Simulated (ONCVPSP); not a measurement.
# Before and after: ONCV potential for germanium (Ge)

germanium, optimised norm-conserving Vanderbilt (ONCV), made with ONCVPSP 4.0.1 (PBE, scalar-relativistic). Core [Ne], reference 3s2 3p6 3d10 4s2 4p2. Waves: 3s+4s: rc 1.25 bohr, ncon 4, nbas 7, qcut 12.4 1/bohr, 2 projectors; 3p+4p: rc 1.10 bohr, ncon 4, nbas 7, qcut 15.4 1/bohr, 2 projectors; 3d: rc 0.70 bohr, ncon 5, nbas 10, qcut 22.8 1/bohr, 2 projectors, debl 2.8 Ha. Local part: polynomial inside 0.65 bohr (lpopt 2, dvloc0 -1 Ha). Core correction: Teter function, fcfact 4, rcfact 1.8.

Change: p: rc 1.26.

Cutoffs: the cutoffs (Ha) at which the residual kinetic energy of the hardest occupied pseudo-wave falls to 1 and 0.1 mHa per electron; they do not see the model core or the augmentation charge, which bear on the density cutoff. Errors are all-electron minus pseudo energies relative to the spin-unpolarised reference configuration.

Q: Predict the effect on cutoff, ghosts and configuration errors.

A: The potential gets neither clearly harder nor softer (207 Ha and 232 Ha → 207 Ha and 232 Ha); of the 4 tests that both files solve, the error grows in 0 and shrinks in 3 by more than 15 % and 0.3 meV (median size 0.9 → 0.4 meV); neither file shows a bound ghost. That the errors move this way runs against the usual rule that smaller radii transfer better.

```csv
quantity,base,changed
"cutoff, loose",207 Ha,207 Ha
"cutoff, tight",232 Ha,232 Ha
loose cutoff by channel,"s 38 Ha, p 63 Ha, d 207 Ha","s 38 Ha, p 60 Ha, d 207 Ha"
bound ghosts,none,none
GHOST(+) flags under 300 eV,none,none
"error for 3s2 3p6 3d10 4s2 4p1, meV [ΔE 7.44 eV]",-0.4,-0.1
"error for 3s2 3p6 3d10 4s2 4p0, meV [ΔE 22.88 eV]",-1.4,-0.8
"error for 3s2 3p6 3d10 4s1 4p0, meV [ΔE 57.68 eV]",-4.0,-3.2
"error for 3s2 3p6 3d10 4s2 4p1.5, meV [ΔE 2.80 eV]",-0.1,0.0
s: phases at 1.27 bohr within 0.05 rad from the reference energy up to (Ha; the scan ends near 5),to the end of the scan,to the end of the scan
d: phases at 0.71 bohr within 0.05 rad from the reference energy up to (Ha; the scan ends near 5),to the end of the scan,to the end of the scan
"rms error of d²Exc/dni dnj with the model core, mHa",2.66,2.66
```
